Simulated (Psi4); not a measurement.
C2H6Si, singlet, geometry from GFN2-xTB, atoms displaced at random by about 0.08 Å a coordinate; TPSS/STO-3G, gradient (Psi4 1.11).

Here is a job for Psi4.
```
memory 2 GB

molecule {
0 1
  Si   -0.11764087    0.16478319    0.60505034
  C     0.66559317    1.31461293   -0.58203764
  H     0.80135769    2.14207077   -0.17761759
  H     0.34928387    1.40906712   -1.53430842
  H     1.76397106    0.78346701   -0.64533409
  C    -0.31342115   -1.31074163   -0.43783131
  H     0.72534857   -1.79589505   -0.76647508
  H    -0.97761611   -1.30945401   -1.32152695
  H    -0.89971510   -2.30001171    0.17257741
symmetry c1
no_reorient
no_com
}

set basis sto-3g

gradient('tpss')
print_variables()
```

Output, abridged:

```
gradient() will perform analytic gradient computation.

   => Loading Basis Set <=

    Name: STO-3G
    Role: ORBITAL
    Keyword: BASIS

         ---------------------------------------------------------
                                   SCF
               by Justin Turney, Rob Parrish, Andy Simmonett
                          and Daniel G. A. Smith
                              RKS Reference
         ---------------------------------------------------------

  ==> Geometry <==

    Molecular point group: c1
    Full point group: C1

    Geometry (in Angstrom), charge = 0, multiplicity = 1:

       Center              X                  Y                   Z               Mass
    ------------   -----------------  -----------------  -----------------  -----------------
         SI          -0.117640870000     0.164783190000     0.605050340000    27.976926534650
         C            0.665593170000     1.314612930000    -0.582037640000    12.000000000000
         H            0.801357690000     2.142070770000    -0.177617590000     1.007825032230
         H            0.349283870000     1.409067120000    -1.534308420000     1.007825032230
         H            1.763971060000     0.783467010000    -0.645334090000     1.007825032230
         C           -0.313421150000    -1.310741630000    -0.437831310000    12.000000000000
         H            0.725348570000    -1.795895050000    -0.766475080000     1.007825032230
         H           -0.977616110000    -1.309454010000    -1.321526950000     1.007825032230
         H           -0.899715100000    -2.300011710000     0.172577410000     1.007825032230

  Running in c1 symmetry.

  Rotational constants: A =      0.62359  B =      0.23754  C =      0.18493 [cm^-1]
  Rotational constants: A =  18694.80136  B =   7121.23835  C =   5543.93074 [MHz]
  Nuclear repulsion =   99.507803030101783

  Charge       = 0
  Multiplicity = 1
  Electrons    = 32
  Nalpha       = 16
  Nbeta        = 16

  ==> Algorithm <==

  SCF Algorithm Type is DF.
  DIIS enabled.
  MOM disabled.
  Fractional occupation disabled.
  Guess Type is SAD.
  Energy threshold   = 1.00e-08
  Density threshold  = 1.00e-08
  Integral threshold = 1.00e-12

  ==> Primary Basis <==

  Basis Set: STO-3G
    Blend: STO-3G
    Number of shells: 17
    Number of basis functions: 25
    Number of Cartesian functions: 25
    Spherical Harmonics?: true
    Max angular momentum: 1

  ==> DFT Potential <==

   => LibXC <=

    Version 7.1.2
[...]
  @DF-RKS Final Energy:  -364.92202686778268
    Total Energy =                       -364.9220268677826766
[...]
    Number of shells: 124
    Number of basis functions: 386
    Number of Cartesian functions: 453
    Spherical Harmonics?: true
    Max angular momentum: 4

  ==> DFT Potential <==

   => LibXC <=

    Version 7.1.2
    S. Lehtola, C. Steigemann, M. J. T. Oliveira, and M. A. L. Marques,  SoftwareX 7, 1–5 (2018) (10.1016/j.softx.2017.11.002)

   => Composite Functional: TPSS <=

    TPSS Meta-GGA XC Functional

    J. Tao, et al., Phys. Rev. Lett., 91, 146401, 2003

    Deriv               =              1
    GGA                 =           TRUE
    Meta                =           TRUE

    Exchange Hybrid     =          FALSE
    MP2 Hybrid          =          FALSE

   => Exchange Functionals <=

    1.0000   XC_MGGA_X_TPSS

   => Correlation Functionals <=

    1.0000   XC_MGGA_C_TPSS

   => LibXC Density Thresholds  <==

    XC_MGGA_C_TPSS:  1.00E-15
    XC_MGGA_X_TPSS:  1.00E-15

   => Molecular Quadrature <=

    Radial Scheme          =       TREUTLER
    Pruning Scheme         =           NONE
    Nuclear Scheme         =       TREUTLER

    Blocking Scheme        =         OCTREE
    BS radius alpha        =              1
    Pruning alpha          =              1
    Radial Points          =             75
    Spherical Points       =            302
    Total Points           =         192204
    Total Blocks           =           1499
    Max Points             =            256
    Max Functions          =             25
    Weights Tolerance      =       1.00E-15

  -Total Gradient:
     Atom            X                  Y                   Z
    ------   -----------------  -----------------  -----------------
       1        0.017471728853    -0.012321571667    -0.057315058768
       2       -0.070221878872     0.203520725720     0.026884281206
       3       -0.031839927313    -0.187948013503    -0.084663830151
       4        0.029848628934    -0.006322806333     0.085213828710
       5        0.051373489564    -0.030905446045    -0.000168638267
       6        0.012821919799     0.137413099821     0.000268086860
       7        0.043356061932    -0.022630295709    -0.010182291826
       8       -0.007866947401    -0.012800471307     0.009496226861
       9       -0.044966758070    -0.067957706270     0.030628073553

  Variable Map:
  ----------------------------------------------------------------------------
[...]
  Array Variable Map:
  ----------------------------------------------------------------------------
[...]
[...]
```
